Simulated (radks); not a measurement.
The numbers below are computed, except where a source is named.
The lead ion Pb26+, 56 electrons, occupied as [Kr] 4d10 4f10 (the NIST ground configuration). Code: a radial shooting solver on a logarithmic mesh with Libxc functionals. Model: Dirac Kohn-Sham, exchange-only PBE, spin-unpolarised, spherical densities, finite nucleus; open shells fill j = l - 1/2 first; Fermi nuclear charge, rms radius 5.5012 fm.

Radial electron density D(r) = 4 pi r^2 rho(r):

r (bohr)  D(r) (e/bohr)
0.002081          34.52
0.002346          40.07
0.002666          46.67
0.003006          53.50
0.003389          60.90
0.003852          69.30
0.004343          77.52
0.004897          85.84
0.005566          94.53
0.006275          102.2
0.007075          108.9
0.008042          114.7
0.009067          118.4
0.01022           120.2
0.01162           120.0
0.0131            118.0
0.01477           114.7
0.01679           110.6
0.01893           107.5
0.02134           106.2
0.02426           108.1
0.02735           113.5
0.03083           122.1
0.03477           132.7
0.03951           143.9
0.04455           151.3
0.05023           153.7
0.05709           149.6
0.06437           140.7
0.07258           130.5
0.08249           122.8
0.093             122.3
0.1049            128.4
0.1192            138.2
0.1344            143.8
0.1515            140.2
0.1722            124.8
0.1942            104.5
0.2189            86.67
0.2488            77.81
0.2805            79.87
0.3163            86.35
0.3595            89.23
0.4053            82.70
0.457             67.51
0.5152            48.11
0.5856            28.69
0.6603            15.19
0.7444            6.906
0.8461            2.492
0.954            0.7985
1.076            0.2103
1.222           0.03972
1.378          0.006427

D(r) has 4 maxima, at r = 0.0107, 0.0494, 0.138, 0.351 bohr, and minima at 0.0213, 0.0886, 0.257 bohr, inside which lie 2.04, 11.09, 30.29 electrons.
